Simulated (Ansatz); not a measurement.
C2H7Ga⁺, that is GaH2Et with one electron fewer. The state is a doublet with charge 1. Geometry PBE0-D4/def2-SVP, that of the neutral singlet; atoms count from 1.

```
atom   x (Å)   y (Å)   z (Å)
 Ga1  -1.495   0.656  -0.384
  H2  -2.361  -0.153  -1.426
  H3  -2.232   1.608   0.635
  C4   0.469   0.417  -0.321
  C5   0.876  -0.796   0.521
  H6   0.932   1.332   0.085
  H7   0.843   0.301  -1.352
  H8   1.971  -0.927   0.546
  H9   0.544  -0.705   1.568
 H10   0.453  -1.735   0.127
```

(1) Estimate the Mulliken populations from the PBE0/def2-TZVP orbitals of Ansatz.

(2) Where does the spin sit?

(3) And the Mayer bond orders between heavy atoms (over 0.3)?

Results:

(1) 
```tsv
atom	charge (e)	spin (α − β)
Ga1	0.43	0.17
H2	0.06	0.08
H3	0.06	0.09
C4	-0.21	0.49
C5	-0.42	0.02
H6	0.22	0.01
H7	0.22	0.01
H8	0.24	0.09
H9	0.19	0.01
H10	0.20	0.01
```
Mulliken values depend strongly on the basis.

(2) Summed by element: Ga 0.17, H 0.31, C 0.52, of 1 unpaired in all. Largest on single atoms: C4 0.49, Ga1 0.17, H8 0.09.

(3) Ga1–C4 0.61 (1.98 Å); C4–C5 1.09 (1.53 Å).
